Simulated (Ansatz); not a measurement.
Single points on SeO₂F₂.

```yaml
crystal:
  periodic: [false, false, false]
  atoms:
    - {symbol: Se, position_ang: [0.160502, -0.000690, 0.111907]}
    - {symbol: O, position_ang: [-0.079697, -0.019218, 1.678485]}
    - {symbol: O, position_ang: [1.547472, 0.012941, -0.655117]}
    - {symbol: F, position_ang: [-0.818632, 1.260374, -0.553466]}
    - {symbol: F, position_ang: [-0.809635, -1.253407, -0.581809]}
basis:
  gaussian: {orbitals: def2-TZVP, initial_orbitals: start.molden}
hamiltonian: {xc: r2scan, dispersion: d4}
scf: {omitted_lower_state_checks: [starts]}
output: {orbitals: {seedname: orbitals}}
```

The file start.molden holds the orbitals of an earlier run on this structure, at another level or in another basis.

```sh
$ ansatz run in.yaml --threads 4 --pin off --events-out ev --progress --plain --max-ram 3916MiB
```

It prints (some lines left out):

```
Functional definition: r2SCAN
  name "r2SCAN"
  cite "Furness, Kaplan, Ning, Perdew & Sun, J. Phys. Chem. Lett. 11, 8208 (2020) doi:10.1021/acs.jpclett.0c02405"
  cite "Furness, Kaplan, Ning, Perdew & Sun, J. Phys. Chem. Lett. 11, 9248 (2020) doi:10.1021/acs.jpclett.0c03077"
  parent r2scan
  parameter k0 = 0.174
  parameter k1 = 0.065
  parameter a1 = 4.9479
  exchange = r2scan_x(k0 = k0, k1 = k1, a1 = a1)
  correlation = r2scan_c
these checks for a lower state are left out or cut short: starts
1001 factors; their error is unknown
mean field evaluation 1: about -74874.7032 eV, gradient 7.9e0 eV
mean field evaluation 2: about -74874.7605 eV, gradient 7.5e-2 eV
mean field evaluation 4: about -74874.7266 eV, gradient 9.7e-5 eV
mean field -74874.72655036 eV, -2751.5954488131 hartree, gradient 2.5e-5 eV, S^2 0.000000; 0 other end points of the search recorded, 0 dependent functions left out
reference -74874.72655614 eV, -2751.5954490257 hartree; 34, 34 occupied and 138, 138 virtual orbitals, 1001 factors
Total energy: -74874.75148779 eV, -2751.5963652470 hartree
Checks for a lower state left out: starts
```

Hardware: 4 threads of AMD EPYC 7B13 on a shared host. Wall time 1.9 s.

As the first input, with `hamiltonian: {xc: pbe}`, `correlation: {method: rpa}` and without the key `output` (abridged; 2.2 s):

```
Functional definition: PBE
mean field -74860.53518985 eV, -2751.0739259336 hartree, gradient 5.7e-6 eV, S^2 0.000000
13 core orbitals not correlated: weight in the atoms' cores, before any rotation towards them, 1.000 or more for the frozen orbitals, at most 0.000 for the correlated occupied ones
Total energy: -74837.70104885 eV, -2750.2347867296 hartree
Checks for a lower state left out: starts
```

The first input with `correlation: {method: mp2}` and without the key `hamiltonian` (abridged; 1.8 s):

```
Functional definition: HF
mean field -74789.33672471 eV, -2748.4574306001 hartree, gradient 1.2e-6 eV, S^2 0.000000
13 core orbitals not correlated: weight in the atoms' cores, before any rotation towards them, 1.000 or more for the frozen orbitals, at most 0.000 for the correlated occupied ones
second order -34.81142467 eV of doubles, -0.00000000 eV of singles
Total energy: -74824.14814939 eV, -2749.7367268608 hartree
Checks for a lower state left out: starts
```

As the first input, with `hamiltonian: {xc: pbe, dispersion: d4}` (abridged; 0.95 s):

```
Functional definition: PBE
mean field -74860.53520165 eV, -2751.0739263676 hartree, gradient 1.9e-5 eV, S^2 0.000000
Total energy: -74860.64622423 eV, -2751.0780063720 hartree
Checks for a lower state left out: starts
```

As the first input, with `hamiltonian: {xc: lda}` (abridged; 0.6 s):

```
Functional definition: SPW92
mean field -74723.40697294 eV, -2746.0345569112 hartree, gradient 8.2e-5 eV, S^2 0.000000
Total energy: -74723.40699414 eV, -2746.0345576902 hartree
Checks for a lower state left out: starts
```

The first input with `hamiltonian: {xc: {name: B97M-V}}` (abridged; 2.8 s):

```
Functional definition: B97M-V
mean field -74864.03906950 eV, -2751.2026911360 hartree, gradient 2.5e-5 eV, S^2 0.000000
Total energy: -74864.03910285 eV, -2751.2026923615 hartree
Checks for a lower state left out: starts
```

First input, but with `gaussian: {orbitals: def2-SVP, initial_orbitals: start.molden}`, `hamiltonian: {xc: pbe0, dispersion: d4}` (abridged; 0.7 s):

```
Functional definition: PBE0
mean field -74840.97393638 eV, -2750.3550631278 hartree, gradient 1.9e-5 eV, S^2 0.000000
Total energy: -74841.06581982 eV, -2750.3584397820 hartree
Checks for a lower state left out: starts
```

Geometry: r2SCAN-D4/def2-SVP.

Correlated methods freeze 13 core orbitals; core or outer-core shells of Se are correlated, in sets that lack core-valence functions.
